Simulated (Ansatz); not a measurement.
Diatomic GaTe, multiplicity 2 (lowest of 2S+1 = 2, 4 at CCSD(T)/def2-TZVPP on PBE0 minima; our sources give no spin for the ground state, which may be another). No spin–orbit coupling. Ga is treated without relativity.

Seven points along R, fitted to fifth degree in 1/R; most abundant isotopes. Runs in def2 and cc sets follow the lowest solution found near the PBE0 minimum.

Correlated levels freeze the inner cores; with def2 sets outer-core shells near the valence are correlated too.

The values were computed with Ansatz (Gaussian basis) for Hartree–Fock, density functionals and correlated methods.  In def2 rows elements past Kr take small-core potentials, without spin–orbit coupling.

```json
[
 {"level": "SVWN5/def2-TZVPP", "r_e (Å)": "2.374", "ω_e (cm⁻¹)": "272", "ω_e x_e (cm⁻¹)": "0.85", "dipole (D)": "2.16"},
 {"level": "PBE/def2-TZVPP", "r_e (Å)": "2.421", "ω_e (cm⁻¹)": "253", "ω_e x_e (cm⁻¹)": "0.86", "dipole (D)": "2.32"},
 {"level": "r2SCAN/def2-TZVPP", "r_e (Å)": "2.389", "ω_e (cm⁻¹)": "___", "ω_e x_e (cm⁻¹)": "0.90", "dipole (D)": "2.39"},
 {"level": "B97M-V/def2-TZVPP", "r_e (Å)": "2.412", "ω_e (cm⁻¹)": "255", "ω_e x_e (cm⁻¹)": "1.0", "dipole (D)": "2.36"},
 {"level": "wB97X-V/def2-TZVPP", "r_e (Å)": "2.400", "ω_e (cm⁻¹)": "255", "ω_e x_e (cm⁻¹)": "0.90", "dipole (D)": "2.90"},
 {"level": "wB97M-V/def2-TZVPP", "r_e (Å)": "2.410", "ω_e (cm⁻¹)": "250", "ω_e x_e (cm⁻¹)": "0.88", "dipole (D)": "2.87"},
 {"level": "B2PLYP/def2-TZVPP", "r_e (Å)": "2.407", "ω_e (cm⁻¹)": "261", "ω_e x_e (cm⁻¹)": "0.96", "dipole (D)": "-"},
 {"level": "CCSD(T)/def2-TZVPP", "r_e (Å)": "___", "ω_e (cm⁻¹)": "___", "ω_e x_e (cm⁻¹)": "0.94", "dipole (D)": "-"}
]
```

Q: Some entries are withheld; supply them.

A: 
- CCSD(T)/def2-TZVPP, r_e (Å): 2.397
- CCSD(T)/def2-TZVPP, ω_e (cm⁻¹): 270
- r2SCAN/def2-TZVPP, ω_e (cm⁻¹): 268

Ansatz is an electronic-structure program.
